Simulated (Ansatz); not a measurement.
Cartesian coordinates in Å:
```
C 0.807 2.113 -0.337
Si -0.564 1.322 0.675
Sn -0.221 -1.211 0.894
C -0.149 -2.147 -1.039
H 0.843 1.686 -1.341
H 0.646 3.190 -0.431
H 1.779 1.953 0.135
H -1.882 1.570 0.022
H -0.620 1.937 2.031
H 1.252 -1.550 1.706
H -1.480 -1.935 1.805
H -1.082 -1.967 -1.574
H 0.677 -1.739 -1.621
H -0.006 -3.221 -0.926
```

Total charge 0; spin multiplicity 1. Sn takes the def2 core potential.

(1) List the PBE/def2-TZVPP orbital energies in eV (Ansatz 0.2.0). (An estimate is asked.)

Results:

(1) Ansatz gave: Occupied: -1779.45, -268.76, -268.76, -137.19, -132.62, -93.94, -93.92, -93.91, -88.55, -88.55, -88.53, -25.03, -25.02, -24.98, -24.91, -24.91, -17.40, -16.90, -12.93, -11.53, -10.15, -10.08, -9.81, -9.74, -8.12, -8.05, -7.38, -7.09, -6.37. Lowest empty: -0.75, -0.45, -0.29, 0.34, 0.82, 0.88, 1.12, 1.28.
